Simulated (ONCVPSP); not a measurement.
# Before and after: ONCV potential for cobalt

ONCVPSP 4.0.1 input, shortened (lines: element, Z, core and valence counts, functional; n l f; lmax; l rc ep ncon nbas qcut; lloc lpopt rc5 dvloc0; l nproj debl; icmod fcfact rcfact), LDA (Perdew-Wang 92), scalar-relativistic:

```
  Co 27.00    4    3  -001012      upf
    1    0    2.00
    2    0    2.00
    2    1    6.00
    3    0    2.00
    3    1    6.00
    3    2    7.00
    4    0    1.50
    3
    0    1.90    0.00    4    7    4.10
    1    1.05    0.00    5    8   11.80
    2    1.70    0.00    4    9    7.40
    3    2.05    0.03    3    6    6.30
    4    4    0.90    4.00
    0    2    3.60
    1    1    2.80
    2    2    2.00
    3    2    1.60
    1    0.65    0.00
```

Change: local potential polynomial inside 0.90 bohr (lpopt 4, dvloc0 -2 Ha).

Cutoffs: the cutoffs (Ha) at which the residual kinetic energy of the hardest occupied pseudo-wave falls to 1 and 0.1 mHa per electron; they do not see the model core or the augmentation charge, which bear on the density cutoff. Errors are all-electron minus pseudo energies relative to the spin-unpolarised reference configuration.

Task: How do hardness, ghosts and transferability respond?

Result: The potential gets neither clearly harder nor softer (35 Ha and 99 Ha → 35 Ha and 99 Ha); a bound ghost appears in s, which as a rule spoils a file; the lowest positive-energy flag moves from s at 39.1 eV to f at 110.6 eV; the errors of the 4 common tests hardly move; the range in which the f phases agree narrows (upper end 4.7 → 3.6). In the separable form a ghost depends on how the local part lies against the semilocal potential of the channel, so the choice of the local part can create or remove one.

```tsv
quantity	base	changed
cutoff, loose	35 Ha	35 Ha
cutoff, tight	99 Ha	99 Ha
bound ghosts	none	s
GHOST(+) flags under 300 eV	s at 39.1 eV	f at 110.6 eV
error for 3p6 3d7 4s2, meV [ΔE -3.72 eV]	+0.4	+0.2
error for 3p6 3d7 4s1, meV [ΔE 5.57 eV]	-0.8	-0.9
error for 3p6 3d7 4s0, meV [ΔE 22.65 eV]	-8.3	-8.3
error for 3p6 3d8 4s1, meV [ΔE -4.96 eV]	+38	+38
s: phases at 1.92 bohr within 0.05 rad from the reference energy up to (Ha; the scan ends near 5)	1.3	n/a
p: phases at 1.06 bohr within 0.05 rad from the reference energy up to (Ha; the scan ends near 5)	to the end of the scan	4.5
d: phases at 1.73 bohr within 0.05 rad from the reference energy up to (Ha; the scan ends near 5)	to the end of the scan	to the end of the scan
f: phases at 2.08 bohr within 0.05 rad from the reference energy up to (Ha; the scan ends near 5)	4.7	3.6
rms error of d²Exc/dni dnj with the model core, mHa	1.20	1.20
```

 A true bound ghost makes a file unfit for plane-wave use even where its test errors are small: the radial tests pick states by their node count and pass the ghost by.
